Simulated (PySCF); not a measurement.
Cl2OTa (SMILES [O]=[Ta]([Cl])[Cl]), doublet, geometry from GFN2-xTB (such geometries of metal compounds can be far from the true shape) (the multiplicity is a formal guess) (core potentials on Ta), with bond 2-1 at 1.3 times its length; B3LYP/def2-SVP run with PySCF.

Here is a job for PySCF.
```python
from pyscf import gto, scf, dft

mol = gto.M(
    atom='''
Ta   -0.16574154   -0.14786871   -0.03004615
O    -1.79884496   -1.60486560   -0.32610029
Cl   -0.33742720    1.93896960   -0.71580246
Cl    1.71830554   -0.70699898    0.96613244
''',
    basis='def2-svp',
    ecp={'Ta': 'def2-svp'},
    spin=1,
    verbose=4,
)

mf = dft.UKS(mol)
mf.xc = 'b3lyp'
mf.diis_space = 2
mf.kernel()
```

It wrote (shortened):

```
PySCF version 2.14.0

[INPUT] verbose = 4
[INPUT] num. atoms = 4
[INPUT] num. electrons = 55
[INPUT] charge = 0
[INPUT] spin (= nelec alpha-beta = 2S) = 1
[INPUT] symmetry False subgroup None
[INPUT] Mole.unit = angstrom
[INPUT] Symbol           X                Y                Z      unit          X                Y                Z       unit  Magmom
[INPUT]  1 Ta    -0.165741540000  -0.147868710000  -0.030046150000 AA   -0.313206118064  -0.279431364293  -0.056778994598 Bohr   0.0
[INPUT]  2 O     -1.798844960000  -1.604865600000  -0.326100290000 AA   -3.399324314954  -3.032756450736  -0.616240237241 Bohr   0.0
[INPUT]  3 Cl    -0.337427200000   1.938969600000  -0.715802460000 AA   -0.637644994979   3.664121507857  -1.352670608690 Bohr   0.0
[INPUT]  4 Cl     1.718305540000  -0.706998980000   0.966132440000 AA    3.247126868923  -1.336034442547   1.825725711658 Bohr   0.0

nuclear repulsion = 209.222603793903
number of shells = 34
number of NR pGTOs = 153
number of NR cGTOs = 82
basis = def2-svp
ecp = {'Ta': 'def2-svp'}

******** <class 'pyscf.dft.uks.UKS'> ********
method = UKS
initial guess = minao
damping factor = 0
level_shift factor = 0
DIIS = <class 'pyscf.scf.diis.CDIIS'>
diis_start_cycle = 1
diis_space = 2
diis_damp = 0
SCF conv_tol = 1e-09
SCF conv_tol_grad = None
SCF max_cycles = 50
direct_scf = True
direct_scf_tol = 1e-13
number electrons alpha = 28  beta = 27
XC library pyscf.dft.libxc version 7.1.2
    S. Lehtola, C. Steigemann, M. J. T. Oliveira, and M. A. L. Marques,  SoftwareX 7, 1–5 (2018)
XC functionals = b3lyp
    P. J. Stephens, F. J. Devlin, C. F. Chabalowski, and M. J. Frisch,  J. Phys. Chem. 98, 11623 (1994)
radial grids:
    Treutler-Ahlrichs [JCP 102, 346 (1995); DOI:10.1063/1.469408] (M4) radial grids

becke partition: Becke, JCP 88, 2547 (1988); DOI:10.1063/1.454033
pruning grids: <function nwchem_prune>
grids dens level: 3
symmetrized grids: False
atomic radii adjust function: <function treutler_atomic_radii_adjust>
small_rho_cutoff = 0
Set gradient conv threshold to 3.16228e-05
tot grids = 75856
init E= -1039.65872932964

cycle= 1 E= -1051.88986761953  delta_E= -12.2  |g|= 0.938  |ddm|= 5.53
cycle= 2 E= -1043.77805500996  delta_E= 8.11  |g|= 2.42  |ddm|= 5.63
cycle= 3 E= -1051.6524527561  delta_E= -7.87  |g|= 1.13  |ddm|= 5.35

cycle= 4 E= -1046.26472641265  delta_E= 5.39  |g|= 3.22  |ddm|= 3.51
cycle= 5 E= -1044.43816927158  delta_E= 1.83  |g|= 2.33  |ddm|= 3.94
cycle= 6 E= -1025.46997296807  delta_E=   19  |g|= 5.45  |ddm|= 7.06
cycle= 7 E= -1046.26176176337  delta_E= -20.8  |g|= 3.07  |ddm|= 5.07
cycle= 8 E= -1031.64241934966  delta_E= 14.6  |g|= 3.25  |ddm|=  5.6
cycle= 9 E= -1048.68863270495  delta_E=  -17  |g|= 2.47  |ddm|= 5.37
cycle= 10 E= -1049.25389685968  delta_E= -0.565  |g|=  2.3  |ddm|= 1.66
cycle= 11 E= -1032.61657985312  delta_E= 16.6  |g|= 3.09  |ddm|= 5.02
cycle= 12 E= -1049.53127551046  delta_E= -16.9  |g|= 2.11  |ddm|= 5.01
cycle= 13 E= -1049.53195431104  delta_E= -0.000679  |g|= 2.22  |ddm|= 2.48
cycle= 14 E= -1033.0345869032  delta_E= 16.5  |g|= 3.06  |ddm|= 4.75
cycle= 15 E= -1048.98046954683  delta_E= -15.9  |g|= 2.29  |ddm|= 5.41
cycle= 16 E= -1046.07520046708  delta_E= 2.91  |g|= 3.08  |ddm|= 3.86
cycle= 17 E= -1031.94867631195  delta_E= 14.1  |g|= 3.27  |ddm|= 5.58
cycle= 18 E= -1046.823339979  delta_E= -14.9  |g|= 3.04  |ddm|= 6.33
cycle= 19 E= -1042.1013557887  delta_E= 4.72  |g|= 3.79  |ddm|= 4.45
cycle= 20 E= -1029.51237254236  delta_E= 12.6  |g|=  3.7  |ddm|= 7.09
cycle= 21 E= -1046.72745890225  delta_E= -17.2  |g|= 3.06  |ddm|= 7.33
cycle= 22 E= -1045.46337188879  delta_E= 1.26  |g|= 3.25  |ddm|=  4.6
cycle= 23 E= -1029.54518445822  delta_E= 15.9  |g|= 3.71  |ddm|= 6.89
cycle= 24 E= -1048.00298031418  delta_E= -18.5  |g|= 2.65  |ddm|= 6.89
cycle= 25 E= -1044.4635912349  delta_E= 3.54  |g|= 3.11  |ddm|= 4.35
cycle= 26 E= -1028.68417859109  delta_E= 15.8  |g|= 3.93  |ddm|= 7.11
cycle= 27 E= -1047.86727071042  delta_E= -19.2  |g|= 2.67  |ddm|= 7.47
cycle= 28 E= -1041.39409808679  delta_E= 6.47  |g|= 3.14  |ddm|= 5.56
cycle= 29 E= -1028.01917086159  delta_E= 13.4  |g|=  4.1  |ddm|= 7.14
cycle= 30 E= -1046.91772089102  delta_E= -18.9  |g|= 2.99  |ddm|= 7.27
cycle= 31 E= -1036.39110649227  delta_E= 10.5  |g|= 3.77  |ddm|= 6.07
cycle= 32 E= -1026.44942387229  delta_E= 9.94  |g|= 4.36  |ddm|=  7.9
cycle= 33 E= -1045.0169044666  delta_E= -18.6  |g|=  3.7  |ddm|= 7.75

cycle= 34 E= -1031.50052488069  delta_E= 13.5  |g|= 3.92  |ddm|= 6.97
cycle= 35 E= -1017.02603064175  delta_E= 14.5  |g|=  5.1  |ddm|= 10.7
cycle= 36 E= -1047.59705628239  delta_E= -30.6  |g|= 2.74  |ddm|= 8.73
cycle= 37 E= -1034.41908223204  delta_E= 13.2  |g|= 3.45  |ddm|= 6.26
cycle= 38 E= -1027.37064723116  delta_E= 7.05  |g|= 4.67  |ddm|= 8.51

cycle= 39 E= -1037.8579783671  delta_E= -10.5  |g|=  5.7  |ddm|= 6.95
cycle= 40 E= -1023.38629707551  delta_E= 14.5  |g|= 5.05  |ddm|= 8.98
cycle= 41 E= -1011.95516873263  delta_E= 11.4  |g|= 5.56  |ddm|=   11

cycle= 42 E= -1048.38324423637  delta_E= -36.4  |g|= 2.45  |ddm|= 9.81
cycle= 43 E= -1034.40780195953  delta_E=   14  |g|= 3.67  |ddm|= 6.92
cycle= 44 E= -1034.10081374802  delta_E= 0.307  |g|= 4.71  |ddm|= 6.86
cycle= 45 E= -1025.81950514857  delta_E= 8.28  |g|= 6.36  |ddm|= 7.02
cycle= 46 E= -1027.69865867365  delta_E= -1.88  |g|= 4.49  |ddm|=  8.5
cycle= 47 E= -987.828965342908  delta_E= 39.9  |g|= 7.57  |ddm|= 9.75
cycle= 48 E= -1038.10453517949  delta_E= -50.3  |g|= 3.54  |ddm|= 10.6

cycle= 49 E= -998.394691263539  delta_E= 39.7  |g|= 6.24  |ddm|= 12.4
cycle= 50 E= -1044.09916137814  delta_E= -45.7  |g|= 3.31  |ddm|=  8.6
SCF not converged.
SCF energy = -1044.09916137814 after 50 cycles  <S^2> = 0.78103402  2S+1 = 2.0307969
```

Convergence was not reached.
